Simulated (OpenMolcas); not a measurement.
Co2+ (d7) among equal point charges was computed by CASSCF with the d shell active (OpenMolcas, ANO-RCC-VDZP on the metal). Its lowest spin-free states, and all those of the highest spin:

```json
{"2S+1": "4", "Degeneracy": "1", "E (cm-1)": "0.0"}
{"2S+1": "4", "Degeneracy": "2", "E (cm-1)": "3061"}
{"2S+1": "4", "Degeneracy": "2", "E (cm-1)": "13724"}
{"2S+1": "4", "Degeneracy": "2", "E (cm-1)": "14743"}
{"2S+1": "2", "Degeneracy": "2", "E (cm-1)": "19725"}
{"2S+1": "2", "Degeneracy": "2", "E (cm-1)": "21351"}
{"2S+1": "2", "Degeneracy": "2", "E (cm-1)": "21548"}
{"2S+1": "2", "Degeneracy": "2", "E (cm-1)": "23068"}
{"2S+1": "2", "Degeneracy": "2", "E (cm-1)": "24880"}
{"2S+1": "2", "Degeneracy": "1", "E (cm-1)": "25206"}
{"2S+1": "4", "Degeneracy": "2", "E (cm-1)": "26255"}
{"2S+1": "2", "Degeneracy": "1", "E (cm-1)": "27092"}
{"2S+1": "4", "Degeneracy": "1", "E (cm-1)": "48989"}
```

Problem. Is the site octahedral, tetrahedral or cube-like, axial, or of lower symmetry?

Solution. The states with 2S+1 = 4 have orbital degeneracies 1, 2, 2, 2, 2, 1. There are pairs but no triples, so the site is axial: not cubic, but with a proper or improper axis of order three or more. The run had Co2+ among 3 point charges of -3 e arranged as a planar triangle (D3h), 1.81 Å from the ion. The active orbitals were held to one l.

Without dynamic correlation the repulsion within the d shell is too large (B by tens of per cent), so at a given field states of lower spin stand too high. This is an electrostatic model: the charges have no orbitals. An unlabelled pair can be two single states that coincide in this model. No measured value stands beside these numbers.
